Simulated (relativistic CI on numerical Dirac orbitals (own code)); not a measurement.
Fe⁴⁺ in a cubic cluster: 1s photoemission with charge transfer

Computed with a charge-transfer multiplet model of a cubic metal-ligand cluster with up to 2 ligand holes, Slater and spin-orbit integrals from Dirac-Coulomb-Breit ions, Slater integrals scaled by 0.8. The ground state mixes d4 with configurations of k ligand holes L, whose averages lie at kΔ + k(k − 1)U_dd/2; a core hole lowers each added d electron by U_cd. 300 K, Lorentzian 1.1 eV and Gaussian 0.6 eV FWHM.

Atomic integrals in eV (Slater integrals scaled, ζ unscaled), ground: F2dd 10.374, F4dd 6.521, zeta_d 0.064; with the core hole: F2dd 11.650, F4dd 7.350, zeta_d 0.091, G2cd 0.067.

Cluster parameters (eV): Δ = -1.4, U_dd = 5.6, U_cd = 6.9, 10Dq(ligand) = 1.3, V(eg) = 2.05, V(t2g) = -1.08, final-state hopping factor = 0.9.

```tsv
Case	n_d	d4	d5L	d6L2	S
10Dq = -0.6 eV	5.04	0.12	0.72	0.16	2.00
10Dq = 0.3 eV	5.01	0.14	0.71	0.15	2.00
10Dq = 1.2 eV	4.97	0.16	0.70	0.14	2.00
```

Weights, n_d and S are thermal averages at 300 K. Binding energies count from the first peak over 30 % of the highest in each spectrum, which can be another peak from case to case. The parameters are a model scan and need not match a compound or its usual spin state. A negative ionic 10Dq is a model choice; hopping adds the covalent part of the field. Peaks in eV (height, largest 100):
- 10Dq = -0.6 eV: 0.0 (100), 3.7 (6), 7.0 (13)
- 10Dq = 0.3 eV: 0.0 (100), 6.9 (14)
- 10Dq = 1.2 eV: 0.0 (100), 6.8 (14)

For the case 10Dq = 0.3 eV, Δ = -1.4 eV is smaller than U_dd = 5.6 eV, the charge-transfer side of the Zaanen-Sawatzky-Allen scheme (negative Δ: between configuration averages a ligand hole costs less than the nominal valence; multiplet and field energies can change this for the lowest states). With the core hole the average of the configuration with one ligand hole lies at Δ − U_cd = -8.3 eV before mixing: it lies below the unscreened one, so the lowest final states are mostly screened and the unscreened weight appears at higher binding energy as a satellite.

With at most 2 ligand holes the space is cut while the next configuration still counts, so covalency is underestimated, and a final configuration with one more ligand hole, which can lie low, is missing from the spectra.
